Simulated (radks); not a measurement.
Problem. These are the eigenvalues of the occupied orbitals of an atom or ion with whole-number occupations (eV). Calculated with a radial shooting solver on a logarithmic mesh with Libxc functionals: scalar-relativistic Kohn-Sham, SCAN, spin-polarised, spherical densities, finite nucleus; meta-GGA in the generalised Kohn-Sham scheme; Fermi nuclear charge, rms radius of each element as measured or else 0.836 A^(1/3) + 0.57 fm.

| orbital | eigenvalue |
|---|---|
| 1s up | -3185.978 |
| 1s down | -3184.879 |
| 2s up | -350.8750 |
| 2s down | -350.2516 |
| 2p up | -282.0035 |
| 2p down | -280.7893 |
| 3s up | -69.0222 |
| 3s down | -62.6842 |
| 3p up | -52.4191 |

Which element is it, and in what charge state? The configuration may be excited. Open shells, if any, are filled with parallel spins first.

Solution. Z = 18, argon, charge +3: Ar3+ in [Ne] 3s2 3p3. The list shows which subshells hold electrons but not how many an open one holds; the 1s level, -117.08 hartree, gives Z - s = 15.3 by -(Z - s)^2/2, which with screening and relativity narrows Z to a few neighbours, and the depths of the outer levels then fix element, charge and occupations together.
